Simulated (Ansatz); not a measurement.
Basis-set extrapolation for FH5O2Si2 (`O[SiH2][SiH](O)F`) (PBE0-D4/def2-TZVP geometry, frozen core, Ansatz). Multiplicity 1, RHF reference.

```json
{"": "HF", "def2-TZVPP": "-830.245660", "def2-QZVPP": "-830.276720"}
{"": "MP2 correlation", "def2-TZVPP": "-0.970166", "def2-QZVPP": "-1.054119"}
{"": "CCSD(T) correlation", "def2-TZVPP": "-1.035608", "def2-QZVPP": "not run"}
```

Energies in hartree. Use E(X) = E(∞) + A·exp(−7.88·√X) for Hartree–Fock and E(X) = E(∞) + B·X^(−2.97) for correlation, with X = 3 and 4, and add CCSD(T) minus MP2 of the smaller set to the MP2 limit.

Q: What is the CCSD(T) energy at the basis-set limit?

A: HF limit: -830.276720 + (-0.031060) × 0.13774 = -830.28100. MP2 limit: -1.054119 + (-0.083953) × 0.74074 = -1.11631. Higher-order term: -1.035608 − (-0.970166) = -0.06544. Total: -831.46275 hartree, 476.5 kJ/mol below CCSD(T)/def2-TZVPP.
